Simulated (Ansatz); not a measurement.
C₃H₁₀SSi, SMILES `C[SiH2]C(C)S`, relaxed with RKS PBE-D4/def2-SVP in Ansatz from a rough embedded geometry. The force threshold is 0.03 eV/Å; the program also tests the step.

Total charge 0; spin multiplicity 1.

Start:

```xyz
15

C    -0.907    0.227   -1.748
Si   -0.292   -0.994   -0.540
C     0.334   -0.167    1.016
C     1.487    0.844    0.818
S    -1.046    0.561    1.938
H    -1.824    0.753   -1.356
H    -0.187    0.922   -2.066
H    -1.297   -0.336   -2.655
H    -1.323   -2.004   -0.223
H     0.826   -1.758   -1.202
H     0.787   -0.953    1.638
H     2.323    0.456    0.265
H     1.733    1.295    1.739
H     1.047    1.730    0.159
H    -1.661   -0.578    2.218
```

```json
{"step": "1", "energy (eV)": "-21965.4987", "largest force (eV/Å)": "4.249", "largest move (Å)": "0.000"}
{"step": "2", "energy (eV)": "-21965.8821", "largest force (eV/Å)": "1.146", "largest move (Å)": "0.076"}
{"step": "3", "energy (eV)": "-21965.9428", "largest force (eV/Å)": "0.206", "largest move (Å)": "0.108"}
{"step": "4", "energy (eV)": "-21965.9479", "largest force (eV/Å)": "0.088", "largest move (Å)": "0.037"}
{"step": "5", "energy (eV)": "-21965.9493", "largest force (eV/Å)": "0.029", "largest move (Å)": "0.032"}
```

End:

```xyz
15

C    -0.967    0.227   -1.751
Si   -0.240   -1.045   -0.561
C     0.383   -0.209    1.042
C     1.436    0.875    0.785
S    -1.048    0.586    1.917
H    -1.759    0.809   -1.237
H    -0.190    0.933   -2.105
H    -1.410   -0.269   -2.638
H    -1.279   -2.067   -0.175
H     0.913   -1.778   -1.208
H     0.811   -0.980    1.718
H     2.324    0.441    0.279
H     1.781    1.338    1.733
H     1.039    1.686    0.139
H    -1.794   -0.547    2.062
```

Run time 19 s (2 threads of an AMD EPYC 7R13 on a shared host); peak host memory 0.23 GiB.
